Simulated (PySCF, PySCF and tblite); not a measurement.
A run on one conformer of C4H15NSi2, numbered as in [CH3:1][CH2:2][C@H:3]([CH3:4])[NH:5][SiH2:6][SiH3:7], from an ensemble study. The sound level was PBE0/pcSseg-1 on GFN2-xTB geometries.

Input:

```
{"job": {"xc": "PBE0", "basis": "pcSseg-1", "scf": {"conv": 0.001, "max_cycle": 65}, "kind": "nmr", "pop": false}, "charge": 0, "multiplicity": 1}
C     -1.744349     1.199712    -1.443448
C     -1.910439     0.810328     0.019732
C     -1.011974    -0.373084     0.400585
C     -1.301539    -0.839027     1.829137
N      0.376887    -0.016450     0.233047
Si     1.590481    -1.086625    -0.335593
Si     3.521897     0.144603    -0.503146
H     -2.353412     2.069140    -1.680233
H     -2.046925     0.378961    -2.089844
H     -0.703180     1.432592    -1.652288
H     -1.657420     1.662304     0.656502
H     -2.950816     0.543227     0.215189
H     -1.207642    -1.201781    -0.287112
H     -2.334463    -1.163673     1.925937
H     -0.647193    -1.668117     2.087599
H     -1.125760    -0.026223     2.531938
H      0.632359     0.752477     0.834722
H      1.066458    -1.602319    -1.610553
H      1.755706    -2.293071     0.508175
H      3.941140     0.772121     0.756476
H      4.634745    -0.711839    -0.917917
H      3.465027     1.236130    -1.479754
```

Command: OMP_NUM_THREADS=1 python ens_run.py task.json out

Output:

```
final grid: 160256 points
cycle   1  E = -794.5832652777  dE =  3.567e-01  |g| = 4.834e-01  |ddm| = 3.964e+00
cycle   2  E = -794.5531468167  dE =  3.012e-02  |g| = 6.099e-01  |ddm| = 1.094e+00
cycle   3  E = -794.6405395750  dE = -8.739e-02  |g| = 8.197e-02  |ddm| = 7.088e-01
cycle   4  E = -794.6418829022  dE = -1.343e-03  |g| = 2.811e-02  |ddm| = 1.021e-01
cycle   5  E = -794.6420631494  dE = -1.802e-04  |g| = 4.510e-03  |ddm| = 2.630e-02
converged SCF energy = -794.6420631494

GIAO shielding tensors (ppm)
atom      isotropic    diamagn.    paramagn.     s11        s22        s33       span
  0 C      173.171     246.808     -73.636    159.931    171.758    187.825     27.895
  1 C      149.129     248.469     -99.339    136.821    140.209    170.358     33.537
  2 C      129.614     243.080    -113.466    115.055    127.241    146.545     31.490
  3 C      159.602     247.323     -87.722    138.637    153.399    186.769     48.132
  4 N      229.229     326.530     -97.302    183.817    215.794    288.075    104.257
  5 Si     404.650     882.158    -477.508    359.905    368.555    485.490    125.585
  6 Si     470.795     880.423    -409.628    455.599    471.663    485.122     29.523
  7 H       30.766      28.349       2.417     26.102     27.729     38.466     12.363
  8 H       30.990      30.373       0.617     26.927     28.725     37.318     10.391
  9 H       29.949      31.828      -1.879     24.522     31.092     34.234      9.712
 10 H       30.927      32.659      -1.732     27.289     30.372     35.119      7.830
 11 H       30.236      31.374      -1.139     24.997     29.860     35.851     10.853
 12 H       29.384      33.837      -4.453     27.282     28.338     32.532      5.250
 13 H       30.603      29.973       0.630     26.133     27.976     37.701     11.568
 14 H       30.077      30.650      -0.573     25.446     29.045     35.739     10.293
 15 H       31.000      31.006      -0.006     28.311     28.870     35.819      7.508
 16 H       32.790      37.713      -4.922     24.204     33.048     41.119     16.915
 17 H       26.866      31.040      -4.173     23.134     26.000     31.465      8.331
 18 H       26.520      30.228      -3.709     22.256     25.161     32.142      9.886
 19 H       28.316      29.410      -1.093     24.923     26.587     33.438      8.515
 20 H       28.444      28.314       0.129     25.152     25.600     34.579      9.428
 21 H       28.246      29.399      -1.153     24.735     26.504     33.499      8.764
```

Q: What is wrong with this calculation, and what did it do to the result?

A: The setting at fault: SCF threshold far too loose. Its loose threshold was met, which isn't self-consistency. Shieldings averaged over the conformers (ppm), as run and sound:
```tsv
atoms	as run	sound
C1	172.9	172.8
C2	149.1	148.6
C3	129.8	130.1
C4	159.7	159.1
N5	228.6	229.2
Si6	404.1	404.0
Si7	470.5	471.8
H1	30.6	30.6
H2b	30.9	30.8
H2a	30.3	30.3
H3	29.5	29.5
H4	30.6	30.6
H5	32.7	32.7
H6b	26.7	26.7
H6a	26.6	26.6
H7	28.3	28.3
```
